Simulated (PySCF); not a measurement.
Isomers C7H9NO:

A. SMILES NC(=O)C1=CCCC=C1
B. `InChI=1S/C7H9NO/c1-2-5-8(4-1)7-3-6-9-7/h1-2,4-5,7H,3,6H2/t7-/m0/s1`
C. `CCOc1cccnc1`

Spectrum 1. 1H NMR (500 MHz, computed): δ 6.90 (m, 2H), 6.46 (m, 2H), 6.00 (m, 1H), 4.80 (m, 1H), 4.78 (m, 1H), 3.16 (m, 1H), 2.85 (m, 1H). 13C{1H} NMR (computed): δ 121.4 (CH), 115.3 (CH), 90.9 (CH), 67.5 (CH2), 36.0 (CH2).

Spectrum 2. 1H NMR (500 MHz, computed): δ 7.18 (t, 1H), 6.33 (m, 1H), 6.21 (m, 1H), 4.93 (br, 1H), 4.54 (br, 1H), 2.39 (m, 2H), 2.22 (m, 2H). 13C{1H} NMR (computed): δ 168.3 (C), 144.7 (CH), 136.9 (C), 135.7 (CH), 129.7 (CH), 26.4 (CH2), 25.3 (CH2).

Spectrum 3. 1H NMR (500 MHz, computed): δ 8.56 (d, 1H), 8.40 (s, 1H), 7.50 (m, 1H), 7.39 (m, 1H), 4.07 (q, 2H), 1.55 (t, 3H). 13C{1H} NMR (computed): δ 161.3 (C), 147.8 (CH), 136.3 (CH), 130.5 (CH), 128.8 (CH), 65.7 (CH2), 17.7 (CH3).

Level of theory: PBE0/pcSseg-1 with gauge-including orbitals, GFN2-xTB geometry, in PySCF (non-relativistic Hamiltonian, one computed conformer, in vacuum, rapidly exchanging positions averaged).

Shifts are taken against calculated references (same method and geometry level): 1H, 13C vs TMS. Where no couplings were computed, multiplicities follow the n + 1 count of equivalent neighbours, and m marks all less simple cases (inequivalent or close neighbours, rings, F or P nearby). Acid and N–H amide carbonyl carbons lie up to 10 ppm further downfield in solution (hydrogen bonding). Shifts are as computed. Against solution values, carbons near 30 ppm lie about +3 ppm off and those near 130 ppm about +5 ppm. Of 1211 compounds with measured shifts, 218 miss one by over three times the rms of a fit or turn the order of signals round; such compounds aren't used in these exercises. Groups on amide-type nitrogens are kept apart (slow C–N rotation). OH and NH positions are gas-phase values without hydrogen bonding to other molecules.

Question: Which spectrum belongs to which compound?

Answer: 1–B, 2–A, 3–C.

- Spectrum 1 (B): 5 13C signals; δC 90.9 is an sp3 CH bonded to N and O; δC 67.5 is an sp3 CH2 bonded to O.
- Spectrum 2 (A): 7 13C signals; δC 168.3 is an amide carbonyl carbon; δC 144.7 is a β carbon of a C=C–C=O unit.
- Spectrum 3 (C): 7 13C signals; δC 161.3 is an aromatic carbon bearing oxygen; δC 147.8 is an aromatic CH next to a ring nitrogen.
